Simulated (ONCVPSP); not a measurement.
Pseudopotential generation for Ni (Z = 28): ONCV, LDA (Perdew-Zunger), scalar-relativistic.

| Item | Value |
| --- | --- |
| Element | nickel |
| Generator | ONCVPSP 4.0.1 |
| Type | optimised norm-conserving Vanderbilt (ONCV) |
| Functional | LDA (Perdew-Zunger) |
| Relativity | scalar-relativistic |
| Frozen core | [Ar] |
| Valence charge | 10 |
| Reference configuration | 3d8 4s1.75 4p0.25 |
| Partial waves | 4s: rc 2.20 bohr, ncon 4, nbas 8, qcut 3.2 1/bohr, 2 projectors, debl 1 Ha; 4p: rc 2.45 bohr, ncon 5, nbas 9, qcut 3 1/bohr, 2 projectors, debl 2.1 Ha; 3d: rc 1.35 bohr, ncon 4, nbas 9, qcut 12.8 1/bohr, 2 projectors, debl 3.3 Ha |
| Local potential | polynomial inside 1.30 bohr (lpopt 5, dvloc0 1 Ha) |
| Core correction | polynomial model core, fcfact 0.5 |

All-electron outer shells of the reference configuration (LDA (Perdew-Zunger), scalar-relativistic, ld1.x):

```json
{"shell": "3s", "level (eV)": "-111.03", "outermost node (bohr)": "0.30", "outermost maximum (bohr)": "0.64"}
{"shell": "3p", "level (eV)": "-71.78", "outermost node (bohr)": "0.27", "outermost maximum (bohr)": "0.65"}
{"shell": "3d", "level (eV)": "-9.65", "outermost node (bohr)": "–", "outermost maximum (bohr)": "0.63"}
{"shell": "4s", "level (eV)": "-6.21", "outermost node (bohr)": "0.92", "outermost maximum (bohr)": "2.21"}
{"shell": "4p", "level (eV)": "-1.61", "outermost node (bohr)": "1.00", "outermost maximum (bohr)": "3.10"}
```

(1) Estimate the cutoffs (Ha) at which the residual kinetic energy of the hardest occupied pseudo-wave falls to 1 and 0.1 mHa per electron.

(2) What does a ghost test show?

(3) Which valence shell sets the plane-wave cutoff?

## Answers

(1) 60 Ha and 68 Ha.

(2) No bound ghost flagged; GHOST(+) flagged for s at 37.6 eV.

(3) 3d: 60 Ha for 1 mHa per electron, against 5 Ha for 4s.

Its largest configuration-test error is -167 meV (3d7 4s2 4p1). 1 of 4 tests not solved or not reliable.
